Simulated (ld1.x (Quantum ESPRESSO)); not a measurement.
**Which change was made? (C, RRKJ)**

* Element: carbon
* Generator: ld1.x (Quantum ESPRESSO) 7.5
* Type: norm-conserving RRKJ (Kleinman–Bylander form)
* Functional: PBEsol
* Relativity: scalar-relativistic
* Frozen core: [He]
* Valence charge: 4
* Reference configuration: 2s2 2p2
* Partial waves: 2s (bound): rc 0.95 bohr; 3d channel at 0.15 Ry: rc 1.20 bohr; 2p (bound): rc 1.40 bohr
* Local potential: the p channel
* Core correction: Bessel-smoothed model core inside 0.80 bohr

Cutoffs, loose and tight: the cutoffs (Ry, on a coarse ladder) from which the occupation-weighted sum of valence levels, in a spherical-Bessel basis at the reference potential, stays within 10 and 1 mRy of its value at 400 Ry. They do not see the model core or the augmentation charge, which bear on the density cutoff. Test errors are all-electron minus pseudo excitation energies from the reference, over the configurations 2s2 2p1; 2s2 2p0; 2s1 2p0; 2s2 2p1.5; 2s1 2p3; 2s1 2p2; 2s2 2p2.3; variants that change the core or the reference have their own tests.

The base gives: outcome: generated; cutoff, loose: 45 Ry; cutoff, tight: 60 Ry; bound ghosts: none; largest test error (meV): +197.

Question: After one change the result is: outcome: failed: compute_chi: n is too large. Which change was it?
A. all radii but the core radius scaled by about 1.39 (s 1.32, p 1.94, d 1.66 bohr)
B. all radii but the core radius scaled by about 1.26 (s 1.20, p 1.76, d 1.52 bohr)
C. all radii but the core radius scaled by about 0.77 (s 0.72, p 1.08, d 0.92 bohr)

Answer: C. The others give: all radii but the core radius scaled by about 1.26 (s 1.20, p 1.76, d 1.52 bohr) → outcome: generated; cutoff, loose: 50 Ry; cutoff, tight: 70 Ry; bound ghosts: none; largest test error (meV): +341 | all radii but the core radius scaled by about 1.39 (s 1.32, p 1.94, d 1.66 bohr) → outcome: generated; cutoff, loose: 40 Ry; cutoff, tight: 55 Ry; bound ghosts: none; largest test error (meV): +468.
